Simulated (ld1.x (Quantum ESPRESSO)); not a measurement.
# Configuration tests for germanium (Ge) (ultrasoft)

| Item | Value |
| --- | --- |
| Element | Ge |
| Generator | ld1.x (Quantum ESPRESSO) 7.5 |
| Type | ultrasoft |
| Functional | LDA (PZ) |
| Relativity | fully relativistic |
| Frozen core | [Ne] |
| Valence charge | 22 |
| Reference configuration | 3s2 3p6 3d10 4s2 4p2 |
| Partial waves | 3s (bound): rcut 0.90, rcutus 1.10 bohr; 4s (bound): rcut 0.90, rcutus 1.10 bohr; 3p (bound): rcut 0.90, rcutus 1.10 bohr; 4p (bound): rcut 0.90, rcutus 1.10 bohr; 3d (bound): rcut 0.85, rcutus 0.95 bohr; 3d channel at -1.85 Ry: rcut 0.85, rcutus 0.95 bohr |
| Local potential | all-electron potential smoothed inside 1.05 bohr (lloc = -1) |
| Core correction | Bessel-smoothed model core inside 0.90 bohr |
| Augmentation charge | PSQ, radius 0.75 bohr |

Open shells are filled in proportion to 2j + 1 (rel_dist='average').

Energies are relative to the spin-unpolarised reference configuration 3s2 3p6 3d10 4s2 4p2; without spin polarisation the order of configurations can differ from experiment.

Problem. Give the all-electron excitation energy and the error of the potential for: 3s2 3p6 3d10 4s2 4p1; 3s2 3p6 3d10 4s2 4p0; 3s2 3p6 3d10 4s1 4p0; 3s2 3p6 3d10 4s1 4p3; 3s2 3p6 3d10 4s2 4p1.5; 3s1 3p6 3d10 4s2 4p2; 3s2 3p6 3d9 4s2 4p3.

Solution.

```csv
valence configuration,charge,ΔE all-electron (eV),error AE − PS (meV)
3s2 3p6 3d10 4s2 4p1,+1,7.639,+0.2
3s2 3p6 3d10 4s2 4p0,+2,23.358,+0.7
3s2 3p6 3d10 4s1 4p0,+3,58.576,-3.5
3s2 3p6 3d10 4s1 4p3,0,8.040,-2.2
3s2 3p6 3d10 4s2 4p1.5,+0.5,2.890,+0.1
3s1 3p6 3d10 4s2 4p2,+1,178.037,-54
3s2 3p6 3d9 4s2 4p3,0,29.714,+43
```

Levels in the configuration 3s2 3p6 3d10 4s1 4p0:

```csv
level,all-electron (eV),pseudo (eV)
3s j=1/2,-201.840,-201.803
3p j=1/2,-152.382,-152.351
3p j=3/2,-148.088,-148.053
3d j=3/2,-63.822,-63.840
3d j=5/2,-63.227,-63.245
4s j=1/2,-40.895,-40.907
```
